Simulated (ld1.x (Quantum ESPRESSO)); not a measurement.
Configuration tests for sulfur (S) (TM)

sulfur (S), norm-conserving Troullier–Martins (Kleinman–Bylander form), made with ld1.x (Quantum ESPRESSO) 7.5 (PBE, scalar-relativistic). Core [Ne], reference 3s2 3p3.75 (charge +0.25). Waves: 3s (bound): rc 1.40 bohr; 3p (bound): rc 1.45 bohr. Local part: all-electron potential smoothed inside 1.40 bohr (lloc = -2). Core correction: Bessel-smoothed model core inside 1.40 bohr.

Energies are relative to the spin-unpolarised reference configuration 3s2 3p3.75; without spin polarisation the order of configurations can differ from experiment.

```csv
valence configuration,charge,ΔE all-electron (eV),error AE − PS (meV)
3s2 3p4,0,-2.036,+0.3
3s2 3p3,+1,9.733,+1.7
3s2 3p2,+2,32.016,+18
3s0 3p6,0,18.704,-3.9
3s2 3p0,+4,112.855,+173
3s2 3p3.5,+0.5,2.623,0.0
```

Question: What are ΔE and the potential's error for 3s2 3p4.3?

Answer: ΔE = -3.745 eV all-electron; the error (AE − PS) is +0.9 meV.

Levels in the configuration 3s2 3p2:

| level | all-electron (eV) | pseudo (eV) |
| --- | --- | --- |
| 3s | -39.395 | -39.363 |
| 3p | -27.979 | -27.949 |
